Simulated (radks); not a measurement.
Values are calculated unless marked as measured or tabulated.
The oxygen anion O-, [He] 2s2 2p5, held by a Watson sphere: a shell of charge +1 at radius R that stands for the Madelung well of a crystal (potential energy -1/R inside, -1/r outside, in hartree with lengths in bohr). Level of theory: scalar-relativistic Kohn-Sham, LDA (Slater exchange, VWN5 correlation), spin-polarised, spherical densities, finite nucleus; open shells are filled with parallel spins first; Fermi nuclear charge, rms radius of each element as measured or else 0.836 A^(1/3) + 0.57 fm (a radial shooting solver on a logarithmic mesh with Libxc functionals). Response by self-consistent Sternheimer equations with the Hartree and adiabatic LDA kernel, the relativistic mass of each level held fixed and spin-orbit coupling left out. The sphere does not respond.

R (bohr)	e(2s down) (eV)	e(2p up) (eV)	e(2p down) (eV)	<r> 2p (bohr)	sum of <r^2> (bohr^2)	X-ray form factor at sin(theta)/lambda = 0.1 1/angstrom	alpha (bohr^3)
1.78	-22.352	-9.253	-7.994	1.392	15.88	7.964	9.000
2.08	-21.466	-8.501	-7.262	1.434	16.73	7.920	10.70
2.11	-21.383	-8.429	-7.192	1.437	16.81	7.916	10.88
2.37	-20.711	-7.831	-6.604	1.469	17.45	7.884	12.53
2.48	-20.451	-7.594	-6.370	1.481	17.71	7.872	13.27
3.78	-18.164	-5.419	-4.195	1.591	20.02	7.780	23.51
